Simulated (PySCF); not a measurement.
## Dipole moment and polarisability of `[GeH3][SiH2][SiH2]Br`

BrGeH7Si2.
Atom-mapped SMILES: `[GeH3:1][SiH2:2][SiH2:3][Br:4]` (hydrogens: H5, H6, H7 on Ge1; H8, H9 on Si2; H10, H11 on Si3)

Cartesian coordinates in Å at the PBE0-D3(BJ)/def2-SVP level; atoms count from 1:
```xyz
11
BrGeH7Si2 angstrom
Ge    -2.037    0.011    0.002
Si     0.149   -0.684    0.655
Si     1.753    0.537   -0.532
Br     3.796   -0.107    0.108
H     -2.205    1.521    0.253
H     -2.244   -0.260   -1.500
H     -3.113   -0.749    0.798
H      0.337   -2.137    0.355
H      0.352   -0.456    2.119
H      1.631    0.300   -2.001
H      1.627    2.001   -0.268
```

Level: B3LYP/def2-SVPD (PySCF), static field, nuclei fixed, core orbitals frozen in the response. The polarisability tensor in these axes (au):

```
x   158.64  -0.59   0.45
y    -0.59  99.68  -5.51
z     0.45  -5.51  99.38
```

Question: Give the principal values, the mean and the anisotropy Δα = √{½[(α1 − α2)² + (α2 − α3)² + (α1 − α3)²]}.

Answer: Principal values 94.01, 105.04 and 158.66 au; mean 119.23 au = 17.67 Å³ = 19.66 × 10⁻⁴⁰ C²·m²/J; Δα = 59.90 au (50 % of the mean).

Question: What is the dipole moment, and where does it point?

Answer: (-1.50, 0.16, -0.16) D, 1.52 D in size, pointing from the negative to the positive side. Measured along this direction, the outermost atoms are Br4 at the negative end and H7 at the positive end.

Question: Refractivity n − 1 of an ideal gas of it at 273.15 K and 1 atm, from the electronic α?

Answer: N = p/kT = 2.6868 × 10¹⁹ cm⁻³, so n − 1 = 2π × N × 17.67 × 10⁻²⁴ cm³ = 2983 × 10⁻⁶ at long wavelengths.

Question: What depolarisation ratio follows for Rayleigh scattering of linearly polarised light, taking the static tensor?

Answer: ρ = 3Δα²/(45ᾱ² + 4Δα²) = 10762.9/(639753 + 14350.5) = 0.0165.

Question: Find the Langevin capture rate constant for H3+ (3.023 u) meeting this molecule (215.848 u), k = 2.342 × 10⁻⁹ cm³/s × √(α in Å³ / reduced mass in u).

Answer: The reduced mass is 2.98 u, so k = 5.70 × 10⁻⁹ cm³/s. The formula leaves out the permanent dipole, which adds to the capture rate.

Question: Give the principal axes and the span of the nuclei along them.

Answer: Largest value along (1.00, -0.01, 0.01), where the nuclei span 6.90 Å; middle along (0.01, 0.72, -0.70), 3.44 Å; least along (0.00, 0.70, 0.72), 2.50 Å. The response follows the extents in order.

The structure is a single PBE0-D3(BJ)/def2-SVP conformer in the gas phase; no vibrational or solvent corrections. The calculation is non-relativistic, for germanium and bromine too.
